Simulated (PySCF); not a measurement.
Positional isomers: benzothiophene boryl+vinyl. Gas-phase values, no solvent. One relaxed conformer stands for each flexible species; it need not be the lowest. Strings in code marks are SMILES.

The four lowest singlet excitations (Tamm–Dancoff). Calculation: PBE-D3(BJ)/def2-TZVP // B3LYP-D3(BJ)/def2-SVP (PySCF). Excitations are Tamm–Dancoff values on a coarser integration grid. The basis has no diffuse functions, so Rydberg states are missing or too high.

```csv
state,energy (eV),wavelength (nm),oscillator strength
S1,2.86,434,0.088
S2,3.62,343,0.030
S3,3.89,319,0.246
S4,4.31,288,0.081
```

Question: Name which member gives these states.
(A) `Bc1c(C=C)ccc2sccc12`
(B) `Bc1cc2ccc(C=C)cc2s1`
(C) `Bc1cc2c(C=C)cccc2s1`
(D) `Bc1cc(C=C)cc2sccc12`

Answer: C, `Bc1cc2c(C=C)cccc2s1`
